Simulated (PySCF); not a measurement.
Species: benzyl cyanide, C8H7N.
Structure used (PBE0-D3(BJ)/def2-TZVP), in Å, numbered top down from 1:
```
atom  x, y, z in Å
N1     3.344   -0.205    1.644
C2     2.715   -0.266    0.684
C3     1.912   -0.340   -0.530
C4     0.445   -0.100   -0.263
C5    -0.402   -1.167    0.008
C6    -1.746   -0.947    0.266
C7    -2.253    0.344    0.255
C8    -1.411    1.413   -0.014
C9    -0.067    1.191   -0.272
H10    2.065   -1.325   -0.977
H11    2.300    0.397   -1.238
H12   -0.007   -2.177    0.019
H13   -2.399   -1.786    0.475
H14   -3.304    0.517    0.456
H15   -1.801    2.424   -0.025
H16    0.590    2.029   -0.478
```

Computed with PySCF at wB97X-D/pcSseg-2, non-relativistic, on one gas-phase PBE0-D3(BJ)/def2-TZVP geometry that isn't relaxed in the solvent. The solvent is an IEF-PCM continuum (van der Waals radii × 1.2). The model holds no explicit solvent molecules, cavitation or dispersion.

Gas phase at wB97X-D/pcSseg-2: HOMO -9.39 eV, LUMO 0.99 eV, dipole 4.14 D.

Question: What does the continuum do to the energy, the frontier levels and the dipole at wB97X-D/pcSseg-2 in chloroform?

Answer: 
```csv
solvent,ε,E(solvent) − E(gas) (kJ/mol),polarisation term (kJ/mol),distortion of the solute (kJ/mol),HOMO (eV),LUMO (eV),dipole (D)
chloroform,4.711,-25.47,-29.46,3.99,-9.22,1.17,4.93
```

The first energy column is the sum of the next two and covers electrostatics alone.

Question: Which radius a makes the point-dipole formula ΔE = −[(ε − 1)/(2ε + 1)]·μ²/a³ give the value in chloroform, with the gas-phase dipole?

Answer: μ = 1.630 au and |ΔE| = 0.00970 Eh give a = 2.44 Å; the farthest nucleus lies 3.73 Å from the centroid of the nuclei, so such a sphere wouldn't even hold the nuclei. The formula assumes a rigid point dipole at the centre of a sphere.

Question: Give the dipole vector in the frame of the coordinates (D, pointing from negative to positive charge), gas and chloroform.

Answer: Gas (-2.70, -0.10, -3.14), solvent (-3.04, -0.17, -3.88). Its length changes by +19 % and its direction by 3°.

The pairwise dispersion term of wB97X-D wasn't added to the energies; at a given geometry it leaves orbitals and properties as they are.
